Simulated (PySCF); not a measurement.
H₄SSi. Atoms are numbered in the order given.

```xyz
6

Si     0.0046    -1.0301     0.0000
S     -0.0811     1.1079     0.0000
H      0.6945    -1.5523     1.2057
H     -1.4101    -1.4682     0.0000
H      0.6945    -1.5523    -1.2057
H      1.2540     1.2686     0.0000
```

Geometry optimised at r2SCAN-D4/def2-TZVP.

Method: PBE/def2-TZVPD (PySCF).

```yaml
total_energy: -689.79616 hartree
point_group: Cs
highest_occupied_level: -6.34 eV
lowest_empty_level: -1.02 eV
orbital_gap: 5.32 eV
dipole_moment: 0.94 D
quadrupole, principal values (traceless, Buckingham form, about the centre of nuclear charge): -2.50, -1.41, 3.92 D·Å
mean_static_polarisability: 53.1 bohr³ (7.87 Å³)
polarisability_principal_values: 47.8, 47.9, 63.5 bohr³
```
